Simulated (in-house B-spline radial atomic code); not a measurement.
# Ionising the manganese ion Mn¹⁴⁺ with different functionals

Computed with a B-spline radial code for spherical atoms: scalar-relativistic (spin-free X2C) Hamiltonian, Fermi nucleus of rms radius 3.7057 fm, spin-polarised at highest spin, spherical fractional occupations for the functionals, the average over the highest-spin determinants for Hartree-Fock. The ionisation energy is the difference of two self-consistent energies, [Ne] 3s1 → [He] 2s2 2p6, without Breit or QED terms; ε is the level of the shell that loses the electron (its least bound occupied spin orbital).

```json
{"method": "Hartree-Fock", "rung": "Hartree-Fock", "ΔSCF (eV)": "434.66", "-ε(3s) (eV)": "434.72"}
{"method": "LDA exchange-only", "rung": "LDA", "ΔSCF (eV)": "434.98", "-ε(3s) (eV)": "421.44"}
{"method": "LDA VWN5", "rung": "LDA", "ΔSCF (eV)": "436.35", "-ε(3s) (eV)": "422.77"}
{"method": "PBEsol", "rung": "GGA", "ΔSCF (eV)": "436.17", "-ε(3s) (eV)": "422.59"}
{"method": "TPSS", "rung": "meta-GGA", "ΔSCF (eV)": "436.11", "-ε(3s) (eV)": "422.91"}
{"method": "BHandHLYP", "rung": "global hybrid", "ΔSCF (eV)": "436.76", "-ε(3s) (eV)": "429.37"}
{"method": "TPSSh", "rung": "global hybrid", "ΔSCF (eV)": "436.00", "-ε(3s) (eV)": "424.14"}
```

Question: Among the functionals, which spreads more, the ΔSCF values or the orbital energies?

Answer: The orbital energies: ΔSCF values span about 1.78 eV and the orbital energies 7.93 eV; here energy differences depend much less on the functional than eigenvalues do.

Question: How do they compare with the NIST value?

Answer: NIST lists 435.17 eV ± 0.007 (semi-empirical, ground level to ground level). Errors run from -0.51 to +1.59 eV. The correlated functionals all miss on the same side by more than they spread, so the cause is common to them (Breit-QED terms, or a listed next ion that isn't the cheapest removal here) and closeness doesn't rank the functionals. Hartree-Fock also lacks correlation.
